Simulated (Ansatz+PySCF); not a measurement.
A calculation with PySCF 2.14.0.

```python
from pyscf import gto, scf

mol = gto.M(atom="""
Cu 0.000000 0.000000 -0.708290
Cl 0.000000 0.000000 1.208260
""", basis='def2-svp', charge=0, spin=0)
mf = scf.RHF(mol)
mf.init_guess = 'minao'
mf.kernel()
while True:  # follow internal instabilities
    mo, _, stable, _ = mf.stability(return_status=True)
    if stable: break
    mf.kernel(mf.make_rdm1(mo, mf.mo_occ))
print(mf.converged, mf.e_tot, mf.spin_square()[0])
```

The script is written out from the run's settings.

Output:

| Property | Result |
| --- | --- |
| Converged | yes |
| Total energy | -2098.08272 hartree |
| Spin squared of the determinant | 0.000 |
